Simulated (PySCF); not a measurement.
C3H8OSi2, SMILES [SiH2]1[C@H](OC=C1)[SiH3].

Geometry: B3LYP-D3(BJ)/def2-SVP. The structure was generated by enumeration; whether it is a known compound was not checked. The values are those of a single conformer.

Two levels are set side by side: TDDFT-PBE/def2-SVPD (PySCF) and TDDFT-LC-ωPBE/def2-SVPD (PySCF). Vertical, same geometry. The lowest singlet is HOMO→LUMO+1 99 % with PBE and HOMO→LUMO+1 61 %, HOMO→LUMO 24 % with the other functional; states are paired by order. Differences are taken from unrounded values.

```json
[
 {"quantity": "lowest singlet excitation (eV)", "TDDFT-LC-ωPBE": "6.13", "TDDFT-PBE": "5.06", "TDDFT-PBE minus TDDFT-LC-ωPBE": "-1.07"},
 {"quantity": "lowest triplet excitation (TDA) (eV)", "TDDFT-LC-ωPBE": "3.94", "TDDFT-PBE": "3.99", "TDDFT-PBE minus TDDFT-LC-ωPBE": "0.06"},
 {"quantity": "first bright state (f over 0.05) (eV)", "TDDFT-LC-ωPBE": "6.13", "TDDFT-PBE": "5.41", "TDDFT-PBE minus TDDFT-LC-ωPBE": "-0.73"},
 {"quantity": "its oscillator strength", "TDDFT-LC-ωPBE": "0.14", "TDDFT-PBE": "0.07", "TDDFT-PBE minus TDDFT-LC-ωPBE": "-0.07"}
]
```

Functionals without exact exchange tend to place singlet excitations lower, as here. Differences between two approximate levels are no errors against the true value.

Rough cost on one machine, each run with all the roots and properties that it gave: TDDFT-LC-ωPBE against TDDFT-PBE about 8 times.
